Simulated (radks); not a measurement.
Dy III, configuration [Xe] 4f10. Method: scalar-relativistic Kohn-Sham, PBE, spin-polarised, spherical densities, finite nucleus; open shells are filled with parallel spins first (spin-orbit coupling, left out, can overturn this in heavy ions); Fermi nuclear charge, rms radius 5.2218 fm; computed with a radial shooting solver on a logarithmic mesh with Libxc functionals.

Unscreened Slater integrals over Kohn-Sham orbitals (cm^-1). They are taken over the spin-up orbitals. Empty in this configuration: 6s.

F0(4f,4f): 242860
F2(4f,4f): 112290
F4(4f,4f): 69864
F6(4f,4f): 50100
F0(4f,5p): 154730
F2(4f,5p): 53416
G2(4f,5p): 29350
G4(4f,5p): 22204
F0(4f,5s): 175310
G3(4f,5s): 34082
F0(4f,6s): 76005
G3(4f,6s): 3258.3
F0(5p,5p): 129620
F2(5p,5p): 69624
F0(5p,5s): 139430
G1(5p,5s): 92657
F0(5p,6s): 72086
G1(5p,6s): 6321.0
F0(5s,5s): 152500
F0(5s,6s): 73437
G0(5s,6s): 3390.4
F0(6s,6s): 58674

Derived for the open shells (J is the average intra-shell exchange parameter used in DFT+U). 4f: F4/F2 = 0.622, F6/F2 = 0.446, J = (286 F2 + 195 F4 + 250 F6)/6435 = 9054 cm^-1.
